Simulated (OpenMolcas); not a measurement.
Ni3+ (d7) on a cation site of an ionic host was computed by CASSCF with the d shell active (OpenMolcas, ANO-RCC-VTZP on the metal). Its lowest spin-free states, and all those of the highest spin:

```
2S+1  Degeneracy  E (cm-1)
   4           3       0.0
   4           3      9771
   2           2     12157
   4           1     21192
   2           3     21201
   2           3     21367
   2           3     27431
   4           3     27909
   2           1     30184
   2           3     32315
   2           3     34902
   2           2     37581
```

**Question.** Is the site octahedral, tetrahedral or cube-like, axial, or of lower symmetry?

**Answer.** The states with 2S+1 = 4 have orbital degeneracies 3, 3, 1, 3. Threefold states need a cubic site. For d7 at this spin an octahedron puts the threefold T1 below the threefold T2 and a tetrahedron or cube puts the single A2 below the threefold T2, so the site is octahedral. The run had Ni3+ with its 6 nearest fluoride ions at 1.873 Å, on the Ge site of Cs2GeF6 (a = 9.021 Å, distance in the model lattice 1.804 Å). The rest of the host is ab initio model potentials to 7.6 Å and point charges beyond; the distance is set by hand and nothing relaxes, and no local charge compensation is placed. Ligand basis ANO-RCC-VDZP.

An orbital triplet at a regular site is open to Jahn-Teller coupling, which can distort the site and quench the lowest spin-orbit gaps and is left out. Without dynamic correlation the repulsion within the d shell is too large (B by tens of per cent), so at a given field states of lower spin stand too high. This shell can be high or low spin here, a state of another spin lies low, and with metal d orbitals alone active their balance is uncertain, so the ground spin may be wrong. Ligand-to-metal charge-transfer states are missing. With no ligand orbital active B as a rule stays too high, so bands that hang on it stand too high and its fall with covalency is understated. With metal d orbitals alone and no dynamic correlation 10Dq can be off by a tenth to a fifth, either way, in oxide and fluoride hosts. No measured value stands beside these numbers; the geometry was set by hand and not optimised.
